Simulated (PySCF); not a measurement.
Geometry:
```
atom   x (Å)   y (Å)   z (Å)
  C1  -1.910  -0.656  -0.359
  C2  -1.199  -0.176   0.668
 Si3   0.409   0.724   0.465
  C4   1.728  -0.216  -0.431
  F5   0.943   1.088   1.956
 Cl6   0.096   2.513  -0.520
  H7  -2.855  -1.192  -0.217
  H8  -1.589  -0.527  -1.399
  H9  -1.578  -0.324   1.688
 H10   2.647   0.384  -0.504
 H11   1.957  -1.153   0.099
 H12   1.398  -0.466  -1.451
```

Geometry: PBE0-D3(BJ)/def2-SVP; GIAO shifts from PySCF 2.14, gas phase, non-relativistic, averaged over equivalent atoms.

At B97-2/pcSseg-1 (146 basis functions, 14 s wall time on 1 thread of an Arm Neoverse V1, shared host):
```
      atoms  δ (ppm)
         C1    144.4
         C2    138.7
         C4      3.0
        Si3     19.0
         F5   -148.9
        Cl6     66.6
         H7     6.49
         H9     6.36
         H8     6.05
H10/H11/H12     0.52
```

Chemical shifts δ = σref − σ; TMS for $^{13}$C (σ = 183.69 ppm), $^{29}$Si (σ = 357.41 ppm), $^{1}$H (σ = 31.38 ppm); $^{19}$F (σ = 178.12 ppm) vs CFCl3; $^{35}$Cl (σ = 937.79 ppm) against HCl, all at this level.

Estimate the result of repeating the calculation with KT2/pcSseg-1.

Answers


| atoms | δ at KT2/pcSseg-1 | change |
| --- | --- | --- |
| C1 | 136.3 | -8.1 |
| C2 | 133.1 | -5.6 |
| C4 | 3.6 | +0.6 |
| Si3 | 23.5 | +4.5 |
| F5 | -166.4 | -17.5 |
| Cl6 | 100.2 | +33.6 |
| H7 | 6.30 | -0.19 |
| H9 | 6.20 | -0.16 |
| H8 | 5.86 | -0.19 |
| H10/H11/H12 | 0.49 | -0.03 |

References, each an isolated molecule treated in the same way: TMS for $^{13}$C (σ = 183.22 ppm) and $^{29}$Si (σ = 361.05 ppm) and $^{1}$H (σ = 31.18 ppm); $^{19}$F (σ = 138.57 ppm) vs CFCl3; $^{35}$Cl (σ = 942.74 ppm) vs HCl.

The largest change is at Cl6 (chlorine bonded to Si). Cost: 146 basis functions, 16 s wall time on 1 thread of an Arm Neoverse V2, shared host. The order of the carbon signals is the same at both levels.

Unscaled 19F shifts against computed CFCl3 carry errors that often reach 10 to 50 ppm.
